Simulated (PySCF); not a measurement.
Input of a run (PBE0-D3(BJ)/def2-SVP geometry optimisation, gas phase (PySCF 2.14.0)), started from GFN2-xTB:
```
{"job": {"xc": "PBE0", "basis": "def2-SVP", "d3": "d3bj", "grid": 2, "kind": "geom"}, "charge": 0, "multiplicity": 1}
C      3.324910     0.195549    -0.375208
N      2.162929     0.157548    -0.255358
C      0.829609     0.095380    -0.111365
C      0.030131    -0.929652     0.318782
C     -1.297302    -0.438365     0.269298
C     -1.179990     0.836936    -0.185149
F     -2.100805     1.754787    -0.419261
O      0.084738     1.188329    -0.423453
H      0.351489    -1.902149     0.628669
H     -2.196827    -0.953708     0.530516
```

Output (energies in Eh, forces in Eh/bohr):
```
step   0  E = -420.69956433  max force = 0.024255
step   1  E = -420.69748409  max force = 0.010768
step   2  E = -420.70024855  max force = 0.008419
step   3  E = -420.70023000  max force = 0.013303
step   4  E = -420.70105751  max force = 0.004676
step   5  E = -420.70119857  max force = 0.002153
step   6  E = -420.70124911  max force = 0.000968
step   7  E = -420.70125608  max force = 0.000518
step   8  E = -420.70126099  max force = 0.000226
optimisation converged
```

Task: Summarise the run.

Result: The energy falls by 0.046 eV over 9 energy and gradient evaluations, the largest force component goes from 0.0243 to 2.3e-04 Eh/bohr, and the atoms move by 0.035 Å rms after alignment. The bond that changes most is C6–F7 (aromatic C–F carbon to aryl fluorine), which shortens by 0.022 Å. Bonds longer at the end by more than 0.005 Å: 5 of 10; shorter: 1. Among the angles that change most is N2–C3–C4, from 130.4° to 132.6°. The energy rose by more than 1e-6 Eh at steps 1 and 3.

Task: What are the final bond lengths?

Result: C1≡N2 1.180 Å, N2–C3 1.349 Å, C3–C4 1.366 Å, C4–C5 1.430 Å, C5–C6 1.360 Å, C6–F7 1.299 Å, C6–O8 1.331 Å, C3–O8 1.362 Å, C4–H9 1.087 Å, C5–H10 1.086 Å. Numbering counts from 1 in the input's order; the species is `[C-]#[N+]c1ccc(o1)F`.

The run used 122 basis functions and 71 SCF cycles in all. The run took 40 s of wall time on one thread, Intel Xeon 6975P-C (x86_64), shared host, and the process peaked at 0.62 GiB of memory.

Not checked by PBE0-D3(BJ)/def2-SVP frequencies.
